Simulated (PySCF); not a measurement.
Two species compared at the same levels of theory.

First species: tert-butyl acetate, C6H12O2.
SMILES: `CC(=O)OC(C)(C)C`

Second species: cyclopropanol, C3H6O.
SMILES: `OC1CC1`

Levels: PBE0/pcSseg-1 for dipole moment, HOMO energy, LUMO energy and HOMO–LUMO gap; GFN2-xTB for rotational constant A and rotational constant C. Geometries: GFN2-xTB. Each structure is a single optimised conformer of the isolated species, non-relativistic unless stated. Electronic properties by PySCF.

The conformers computed, where there is a choice (atom-mapped SMILES and torsion angles):
- `[CH3:1][C:2](=[O:3])[O:4][C:5]([CH3:6])([CH3:7])[CH3:8]`: C1–C2–O4–C5 -179°, C2–O4–C5–C6 180°
- `[OH:1][CH:2]1[CH2:3][CH2:4]1`: H–O1–C2–C3 -36°

```
             property   column X    column Y
        dipole moment     1.91 D      1.53 D
          HOMO energy   -7.65 eV    -7.02 eV
          LUMO energy    0.49 eV     1.40 eV
        HOMO–LUMO gap    8.14 eV     8.42 eV
rotational constant A  3.327 GHz  16.966 GHz
rotational constant C  1.310 GHz   5.960 GHz
```

Question: Which column belongs to which species?

Answer: Column X is the first species and column Y the second. The first has 20 atoms and 64 electrons, the second 10 and 32.

Question: How does each property change from the first species to the second?

Answer: dipole moment -0.38 D; HOMO energy +0.63 eV; LUMO energy +0.91 eV; HOMO–LUMO gap +0.28 eV; rotational constant A +13.639 GHz; rotational constant C +4.650 GHz.

On the first: In atomic units the dipole is 0.75 e·bohr (1 au = 2.5417 D).

On the second: A dipole of 1.53 D is allowed in Cs, and pure rotational transitions are dipole-allowed. The dipole equals about 5.1 × 10⁻³⁰ C·m (1 D = 3.33564 × 10⁻³⁰ C·m).
